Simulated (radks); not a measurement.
The antimony ion Sb50+, 1s1. All-electron calculation, non-relativistic Kohn-Sham, exchange-only PBE, spin-polarised, spherical densities, point nucleus. Program: a radial shooting solver on a logarithmic mesh with Libxc functionals. Every spin shell is full or empty, so the densities are truly spherical. Functionals are evaluated on that one density, not self-consistently. Rank these exchange functionals by their error against the exact value of the orbitals, and give that value: LDA, B88, PBE, revPBE, RPBE, PW91, PW86, WC, AM05, G96, APBE, revTPSS, MS2, Tao-Mo, MVS.

Answer. Exact: -15.9311 hartree. From best to worst, with 100 (|E| - |E exact|)/|E exact| (equal figures are ties): revTPSS 0.00, MS2 0.00, MVS 0.00, Tao-Mo +0.01, PW86 -0.36, G96 -0.41, RPBE -0.41, APBE -0.56, revPBE -0.63, B88 -0.87, PW91 -1.79, PBE -2.09, WC -4.04, AM05 -11.02, LDA -14.22.
